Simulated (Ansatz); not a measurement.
Consider the formal exchange of groups at the Si–Si bond: `BN[SiH2][SiH3]` + `O[CH2][SnH3]` → `O[CH]([SiH3])[SnH3]` + `BN[SiH3]`.

Computed with Ansatz on PBE0-D4/def2-TZVP structures; ΔE is electronic, products minus reactants. CCSD(T)/CBS adds triple-zeta CCSD(T) − MP2 to the extrapolated MP2 energy (def2 sets, frozen cores). Functionals use def2-TZVPP. B3LYP here is the variant with VWN-RPA as its local correlation; programs differ in this. Elements past krypton have def2 core potentials. For Sn outer-core shells are correlated without core-valence functions, which leaves a few kJ/mol of doubt a bond. Each species was taken in one conformer, which may not be the lowest.

`BN[SiH2][SiH3]`:

Cartesian coordinates in Å:
```
B 1.048 2.107 -0.206
N -0.021 1.290 0.178
Si -0.618 -0.123 -0.667
Si -0.288 -2.063 0.605
H 1.630 1.862 -1.224
H 1.362 3.033 0.487
H -0.484 1.525 1.045
H -2.076 0.034 -0.935
H 0.110 -0.201 -1.957
H 1.163 -2.310 0.817
H -0.939 -1.912 1.937
H -0.885 -3.242 -0.080
```

`O[CH2][SnH3]`:

```xyz
9

O     0.976    0.288    1.573
C     0.301   -0.631    0.738
Sn   -0.691    0.336   -0.939
H     1.689    0.694    1.074
H    -0.459   -1.113    1.353
H     0.968   -1.418    0.366
H     0.456    1.384   -1.661
H    -1.219   -0.801   -2.103
H    -2.021    1.260   -0.402
```

`O[CH]([SiH3])[SnH3]`:

Z-matrix (Å, degrees):
```
C
Si 1 1.879
Sn 1 2.183 2 111.0
O 1 1.423 2 108.6 3 -122.6
H 1 1.100 2 108.0 3 116.2
H 2 1.486 1 110.3 3 61.2
H 2 1.489 1 107.1 3 -57.3
H 2 1.487 1 111.8 3 -177.1
H 3 1.714 1 105.1 2 -160.8
H 3 1.706 1 111.1 2 -42.8
H 3 1.709 1 111.9 2 80.3
H 4 0.961 1 109.3 2 -177.2
```

`BN[SiH3]`:

```xyz
9

B    -0.692   -0.290    1.366
N    -0.644   -0.116   -0.021
Si    0.768    0.258   -0.976
H     0.319   -0.181    2.000
H    -1.736   -0.545    1.895
H    -1.517   -0.216   -0.520
H     1.007   -0.808   -1.985
H     1.919    0.360   -0.052
H     0.575    1.538   -1.707
```

CCSD(T)/CBS gives +0.02 eV.

Problem. Another level gave +0.11 eV. Which?
A. B3LYP/def2-TZVPP
B. PBE/def2-TZVPP
C. B2PLYP/def2-TZVPP
D. SCS-MP2/def2-TZVPP

Solution. A. B3LYP 0.11, PBE 0.20, B2PLYP 0.05, SCS-MP2/def2-TZVPP -0.03 eV.

Largest T1 diagnostic among the species: 0.013.

The D4 term adds −0.04 eV with B3LYP and −0.02 eV with PBE0; it sums over pairs of atoms, weighted by their polarisabilities, and B3LYP, whose exchange is more repulsive, gets the larger term.
